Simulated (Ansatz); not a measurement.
`[Cl][SnH2][SeH]` + HBr → `[Cl][SnH2][Br]` + H₂Se at 500 K and 1 bar (ligand exchange at the Sn–Se bond).

Gas-phase electronic energies from Ansatz, PBE0-D4/def2-TZVP geometries. CCSD(T)/CBS adds triple-zeta CCSD(T) − MP2 to the extrapolated MP2 energy (def2 sets, frozen cores). Elements past krypton have def2 core potentials. For Br, Se, Sn outer-core shells are correlated without core-valence functions, which leaves a few kJ/mol of doubt a bond. Scalar relativity is left out up to krypton. Each species was taken in one conformer, which may not be the lowest.

| species | CCSD(T)/CBS energy (Eh) | H − E (kJ/mol) | S (J/(mol·K)) |
| --- | --- | --- | --- |
| `[Cl][SnH2][SeH]` | -3076.37402 | 97.7 | 396.7 |
| HBr | -2573.91920 | 30.5 | 213.7 |
| `[Cl][SnH2][Br]` | -3248.40375 | 73.8 | 373.3 |
| H₂Se | -2401.89790 | 53.1 | 237.8 |

H − E and S are ideal-gas, rigid-rotor, harmonic terms from PBE0-D4/def2-TZVP, for one conformer and one mirror image of each species. 1 Eh = 2625.50 kJ/mol, R = 8.31446 J/(mol·K).

By hand: ΔE, ΔH, ΔS and ΔG.

ΔE = (-3248.40375) + (-2401.89790) − (-3076.37402) − (-2573.91920) = -0.00843 Eh = -22.1 kJ/mol. Δ(H − E) = 73.8 + 53.1 − 97.7 − 30.5 = -1.3, so ΔH = -23.4 kJ/mol. ΔS = 373.3 + 237.8 − 396.7 − 213.7 = 0.7 J/(mol·K). ΔG = -23.4 − 500 × (0.7)/1000 = -23.8 kJ/mol.

By hand: the equilibrium constant, and the temperature at which ΔG would vanish if ΔH and ΔS stayed fixed.

log₁₀ K = −ΔG/(RT ln 10) = 2.5. ΔH and −TΔS have one sign here, so there is no such temperature. One of them is within its doubt of zero, so this could turn.

The number of gas molecules stays the same, so ΔS is small and ΔH decides. A doubt of 5 kJ/mol in ΔE shifts log₁₀ K by 0.5 here. Other conformers and mirror images would add mixing entropy, several J/(mol·K) or more a flexible species. These are equilibria of isolated gas molecules and say nothing of rates. Largest T1 diagnostic: 0.011 (customary marks: 0.02 for closed shells, 0.045 for open ones).
